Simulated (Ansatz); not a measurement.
Geometry optimisation, Ansatz 0.2.0, RKS B3LYP/def2-SVP.

The input (input.yaml):

```yaml
crystal:
  periodic: [false, false, false]
  atoms:
    - { symbol: B, position_ang: [0.0, 0.0, 0.0] }
    - { symbol: F, position_ang: [0.0, 0.0, 1.67] }
    - { symbol: H, position_ang: [1.0305, 0.0, -0.595] }
    - { symbol: H, position_ang: [-1.0305, 0.0, -0.595] }
    - { symbol: Br, position_ang: [0.0978, -2.2185, 0.7379] }
    - { symbol: H, position_ang: [0.0469, -1.0647, 1.7044] }
basis:
  gaussian: { orbitals: def2-SVP }
hamiltonian:
  xc: b3lyp
relax:
  f_tol: 0.15
  max_steps: 25
  restrain:
    - { distance: [0, 4], at: 2.04, k: 30.0 }
    - { distance: [5, 1], at: 0.92, k: 30.0 }
    - { distance: [0, 1], at: 2.52, k: 30.0 }
    - { distance: [5, 4], at: 2.75, k: 30.0 }
output:
  orbitals: {}
```

Command:

```bash
$ ansatz run input.yaml --threads 1 --pin off --max-ram 2048MiB --backend cpu --events-out ev --progress --plain --runs-dir out
```

Problem. Where does it end, and by what steps?

Solution. The run converged. The restraints hold the end off the free minimum; the threshold counts their pulls, which the force column leaves out. Restrained pairs: B1–Br5 (2.34 → 2.01 Å), F2–H6 (1.07 → 0.93 Å), B1–F2 (1.67 → 2.52 Å), Br5–H6 (1.51 → 2.75 Å). After 7 steps the energy has fallen by 1.359 eV (the restraints' own energy left out); H6 moved furthest, 0.67 Å.

```json
{"step": "0", "energy less start (eV)": "0.0000", "largest force component (eV/Å)": "5.102", "accepted": "yes"}
{"step": "1", "energy less start (eV)": "-0.6122", "largest force component (eV/Å)": "2.997", "accepted": "yes"}
{"step": "2", "energy less start (eV)": "-0.8410", "largest force component (eV/Å)": "3.188", "accepted": "yes"}
{"step": "3", "energy less start (eV)": "-1.2586", "largest force component (eV/Å)": "1.819", "accepted": "yes"}
{"step": "4", "energy less start (eV)": "-1.3338", "largest force component (eV/Å)": "1.329", "accepted": "yes"}
{"step": "5", "energy less start (eV)": "-1.2843", "largest force component (eV/Å)": "1.401", "accepted": "no"}
{"step": "6", "energy less start (eV)": "-1.3602", "largest force component (eV/Å)": "1.008", "accepted": "yes"}
{"step": "7", "energy less start (eV)": "-1.3594", "largest force component (eV/Å)": "1.013", "accepted": "yes"}
```

```xyz
6
Properties=species:S:1:pos:R:3
B 0.021 -0.462 -0.370
F 0.003 0.218 2.052
H 1.080 0.059 -0.566
H -1.066 -0.003 -0.562
Br 0.078 -2.408 0.113
H 0.029 -0.687 2.255
```

Time of the run: 24 s on 1 thread of Arm Neoverse V1, on a shared host, peak memory 0.17 GiB.
